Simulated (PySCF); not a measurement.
C4H5BFN, SMILES C#CB(F)/C=N/C.

Geometry optimised at B3LYP-D3(BJ)/def2-SVP. The structure was generated by enumeration; whether it is a known compound was not checked. Other conformers were not sampled.

Two levels are set side by side: TDDFT-PBE/def2-SVPD (PySCF) and TDDFT-ωB97X/def2-SVPD (PySCF). Vertical, same geometry. The lowest singlet is HOMO→LUMO 100 % with PBE and HOMO→LUMO 87 % with the other functional; states are paired by order. Differences are taken from unrounded values.

| quantity | TDDFT-PBE |
|---|---|
| lowest singlet excitation (eV) | 2.76 |
| lowest triplet excitation (TDA) (eV) | 2.26 |
| first bright state (f over 0.05) (eV) | 4.79 |
| its oscillator strength | 0.22 |

Problem. These are the TDDFT-PBE values. What does TDDFT-ωB97X give? (The exact figures need the calculation; the answer reports its results.)

Solution. 
| quantity | TDDFT-ωB97X | TDDFT-PBE minus TDDFT-ωB97X |
|---|---|---|
| lowest singlet excitation (eV) | 3.72 | -0.97 |
| lowest triplet excitation (TDA) (eV) | 3.01 | -0.75 |
| first bright state (f over 0.05) (eV) | 5.73 | -0.94 |
| its oscillator strength | 0.18 | 0.04 |

Functionals without exact exchange tend to place singlet excitations lower, as here. Differences between two approximate levels are no errors against the true value.

Rough cost on one machine, each run with all the roots and properties that it gave: TDDFT-ωB97X against TDDFT-PBE about 7 times.
